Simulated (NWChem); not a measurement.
Species: CH$_{2}$Cl$_{2}$O$_{2}$Si; SMILES Cl[Si]1(Cl)OCO1

```xyz
8

Cl     0.0000     1.6439    -1.1637
Si     0.0000     0.0000     0.0250
Cl     0.0000    -1.6439    -1.1637
O     -1.1033     0.0000     1.2805
C      0.0000     0.0000     2.1846
O      1.1033     0.0000     1.2805
H      0.0000     0.9083     2.8107
H      0.0000    -0.9083     2.8107
```
Atoms are numbered in this order, from 1.

Geometry: optimised at PBE0/def2-SVP.

Symmetry labels are those of C2v in the frame above (b1 and b2, or b-type labels, depend on it).

List the 4 lowest vertical singlet excitations from PBE/def2-SVP, full TDDFT (NWChem).


```json
[
 {"state": "S1", "energy (eV)": "6.32", "oscillator strength": "0.008", "symmetry": "b2", "leading excitation (squared amplitude)": "HOMO → LUMO (0.98)"},
 {"state": "S2", "energy (eV)": "6.46", "oscillator strength": "0.000", "symmetry": "a2", "leading excitation (squared amplitude)": "HOMO → LUMO+1 (0.99)"},
 {"state": "S3", "energy (eV)": "6.86", "oscillator strength": "0.000", "symmetry": "a2", "leading excitation (squared amplitude)": "HOMO−1 → LUMO (0.99)"},
 {"state": "S4", "energy (eV)": "7.11", "oscillator strength": "0.013", "symmetry": "b2", "leading excitation (squared amplitude)": "HOMO−1 → LUMO+1 (0.94)"}
]
```
